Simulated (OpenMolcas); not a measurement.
## Yb3+ in a ligand field

Yb3+ with 6 ligands (fluoride) in octahedral coordination (Oh) at 2.18 Å. A charge of +0.5 e stands 2.8 Å behind each ligand. Ligand basis ANO-RCC-VDZP.

```yaml
Program: OpenMolcas
Method: "SS-CASPT2, IPEA 0.25 Eh, imaginary shift 0.1 Eh (closed shells correlated: 5s 5p and the ligand valence shells)"
Basis: ANO-RCC-VDZP [7s6p4d2f1g]
Scalar_Hamiltonian: DKH2, point nucleus
Active_space: 13 electrons in 7 orbitals (4f)
State_averaging: 2S+1 = 2 odd, 7 roots
Spin-orbit_coupling: RASSI with atomic mean-field integrals over the reference wave functions
```

The lowest spin-free states (labels of O, the rotations of Oh), above the lowest:

| State | Degeneracy | E (cm-1) | Free-ion L (%) |
| --- | --- | --- | --- |
| 2T1 | 3 | 0 | F (100) |
| 2T2 | 3 | 660 | F (100) |
| 2A2 | 1 | 1030 | F (100) |

The lowest levels with spin-orbit coupling:

| E (cm-1) | Degeneracy | Label | 2S+1 | J | |mJ| (%) | g |
| --- | --- | --- | --- | --- | --- | --- |
| 0 | 2 | Γ6 | 2 | 3.50 | 1/2 (58) | 2.65 2.65 2.65 |
| 410 | 4 | Γ8 | 2 | 3.50 | 3/2 (37) |  |
| 870 | 2 | Γ7 | 2 | 3.51 | 5/2 (75) | 3.40 3.40 3.40 |
| 10710 | 4 | Γ8 | 2 | 2.50 | 1/2 (50) |  |
| 11270 | 2 | Γ7 | 2 | 2.51 | 3/2 (83) | 1.40 1.40 1.40 |

Powder χT (cm3 K/mol): 0.673 at 2 K, 0.724 at 10 K, 0.983 at 50 K, 1.3 at 100 K, 1.83 at 200 K, 2.13 at 300 K. The effective moment at 300 K is 2.828 √(χT) = 4.12 μB.

Hund's rules give f13 the level 2F7/2 with g = 1.143, so an isolated free-ion multiplet has χT = g² J(J+1) / 8 = 2.571 cm3 K/mol. The computed 2.127 at 300 K differs by -17 %, through the field's splitting, the mixing of terms and any other multiplet in reach.

Stevens parameters of the J = 7/2 multiplet, which is 870 cm-1 wide (cm-1, z along the main axis): B40 = -4.424e-01, B44 = -2.212e+00, B60 = 2.052e-03, B64 = -4.300e-02.

Roots that are degenerate in the reference are averaged as groups; the widest CASPT2 spread within a group is 13 cm-1 (the 3-fold group of multiplicity 2 near 657 cm-1 above the lowest state of its run). Shifts and gaps below about the spread of the groups concerned are not significant. Over all roots computed the reference weight is 0.69; a low but even weight reflects the number of correlated electrons. Splittings of an f shell from a small cluster at a set distance can be off by tens of per cent, mostly too small. No measured value stands beside these numbers; the geometry is a model, was not optimised and need not be the one that this ion takes.

The CASPT2 steps took 26 s on 1 thread of Arm Neoverse V1, with other jobs on the host; the integral step is not counted.
